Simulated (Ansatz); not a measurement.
`[SiH3]O/C=C\Br`, charge 0, multiplicity 1.

Question: Give a relaxed structure at PBE0-D4/def2-TZVP (the Gaussian-basis code of Ansatz). (Estimate.)

Answer: The calculation gave: 
Z-matrix (Å, degrees):
```
Si
O 1 1.658
H 1 1.478 2 105.9
H 1 1.484 2 110.4 3 120.0
H 1 1.487 2 109.2 3 -120.0
C 2 1.343 1 125.6 3 161.4
C 6 1.326 2 123.9 1 163.1
H 6 1.090 2 117.1 1 -18.2
Br 7 1.870 6 123.2 2 -1.2
H 7 1.079 6 121.4 2 178.4
```
This is one stationary point; other conformers may exist.
